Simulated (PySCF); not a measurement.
Compound: C6H8S.
SMILES: `C#CC1(CS)CC1`

Vertical excitations from PySCF (density fitting, frozen core in the response, grid level 2 and gas phase unless stated; continuum runs use non-equilibrium linear response for the excitations) on a GFN2-xTB geometry. Reference run:

```
                              settings    S1, eV (f)    S2, eV (f)    S3, eV (f)    S4, eV (f)    S5, eV (f)    S6, eV (f)  T1, eV (Tamm–Dancoff)  mean α (au)
PBE0/def2-SVPD, full TDDFT, 6 singlets  5.60 (0.003)  6.11 (0.031)  6.37 (0.000)  6.70 (0.007)  6.75 (0.026)  6.78 (0.011)                   5.12         87.8
```

What do these settings give: X3LYP/aug-cc-pVDZ, fitting basis def2-qzvpp-jkfit, full TDDFT, 6 singlets?

```json
{"settings": "X3LYP/aug-cc-pVDZ, fitting basis def2-qzvpp-jkfit, full TDDFT, 6 singlets", "S1, eV (f)": "5.23 (0.011)", "S2, eV (f)": "5.65 (0.013)", "S3, eV (f)": "5.96 (0.002)", "S4, eV (f)": "5.99 (0.028)", "S5, eV (f)": "6.11 (0.006)", "S6, eV (f)": "6.15 (0.007)", "T1, eV (Tamm–Dancoff)": "4.95", "mean α (au)": "90.6"}
```

S1 moves by -0.37 eV; functional and basis change together, so the shift can't be laid on one. States are counted by energy in each run and needn't keep their character from row to row.

Give the leading configurations of S1 (H = HOMO, L = LUMO) and the HOMO–LUMO gap of each run.

```csv
settings,S1 configurations (weight),S1 (eV),orbital gap (eV),S1 − gap (eV)
"PBE0/def2-SVPD, full TDDFT, 6 singlets","H→L 0.83, H→L+4 0.08",5.60,7.16,-1.56
"X3LYP/aug-cc-pVDZ, fitting basis def2-qzvpp-jkfit, full TDDFT, 6 singlets",H→L 0.82,5.23,6.24,-1.01
```

Conformer computed: `[CH:1]#[C:2][C:3]1([CH2:4][SH:5])[CH2:6][CH2:7]1`: C2–C3–C4–S5 -64°, H–S5–C4–C3 -53°.

One conformer stands for the species.
